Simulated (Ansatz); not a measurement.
Basis-set extrapolation for C3H2F4, SMILES `F/C=C(\F)C(F)F` (PBE0-D4/def2-TZVP geometry, frozen core, the Gaussian-basis code of Ansatz). Multiplicity 1, RHF reference.

|  | def2-TZVPP | def2-QZVPP |
| --- | --- | --- |
| HF | -512.698421 | -512.720663 |
| MP2 correlation | -1.456035 | -1.583862 |
| CCSD(T) correlation | -1.525041 | not run |

Energies in hartree. Use E(X) = E(∞) + A·exp(−7.88·√X) for Hartree–Fock and E(X) = E(∞) + B·X^(−2.97) for correlation, with X = 3 and 4, and add CCSD(T) minus MP2 of the smaller set to the MP2 limit.

Problem. What is the CCSD(T) energy at the basis-set limit?

Solution. HF limit: -512.720663 + (-0.022242) × 0.13774 = -512.72373. MP2 limit: -1.583862 + (-0.127827) × 0.74074 = -1.67855. Higher-order term: -1.525041 − (-1.456035) = -0.06901. Total: -514.47129 hartree, 650.7 kJ/mol below CCSD(T)/def2-TZVPP.
